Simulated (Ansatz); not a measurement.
AlAsHSi: where a starting geometry ends

The starting geometry of this gas-phase doublet was optimised with GFN2-xTB.

```xyz
4

Al   -0.9997   -1.6591    2.5733
As    0.5205   -2.8083    3.9571
Si    2.4043   -2.7463    2.7729
H    -1.4116   -0.8504    1.2025
```

Task: Where would you expect an optimisation with PBE0-D3(BJ)/def2-SVP to take it?

Result: A new bond forms, giving a structure given below by its coordinates. Contacts that close: Al1–Si3 (3.58 → 2.41 Å).

The energy falls by 0.99 eV over 11 steps:

```tsv
step	E − E(last) (eV)
1	0.992
2	0.789
3	0.584
4	0.360
5	0.185
7	0.026
8	0.005
9	0.002
10	0.000
11	0.000
```

Final geometry (Å):

| atom | x (Å) | y (Å) | z (Å) |
| --- | --- | --- | --- |
| Al | -0.3066 | -1.7008 | 2.2533 |
| As | 0.3382 | -2.8715 | 4.1881 |
| Si | 1.9238 | -2.5313 | 2.6225 |
| H | -1.4419 | -0.9606 | 1.4419 |

The end wasn't checked by frequencies. Open shells are spin-unrestricted. Run with Ansatz 0.2.0, 38 s on 1 thread of Intel(R) Xeon(R) 6975P-C (Granite Rapids) (shared host).
